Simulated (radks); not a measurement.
Question: The antimony ion Sb48+, [He] 2s1. All-electron calculation, non-relativistic Kohn-Sham, r2SCAN, spin-polarised, spherical densities, point nucleus; meta-GGA in the generalised Kohn-Sham scheme. Program: a radial shooting solver on a logarithmic mesh with Libxc functionals. Every spin shell is full or empty, so the densities are truly spherical. Functionals are evaluated on that one density, not self-consistently. Rank these orbital-free kinetic functionals by their error against the exact value of the orbitals, and give that value: Thomas-Fermi, TF + vW, TF + vW/5, APBEK, Perdew 92, LKT, PG1, DePristo-Kress, Ernzerhof.

Answer: Exact: 2874.20 hartree. From best to worst, with 100 (|E| - |E exact|)/|E exact| (equal figures are ties): APBEK +0.06, DePristo-Kress -0.18, Perdew 92 +0.33, Ernzerhof +3.13, TF + vW/5 +8.52, Thomas-Fermi -9.95, PG1 +47.21, LKT +54.36, TF + vW +82.41.
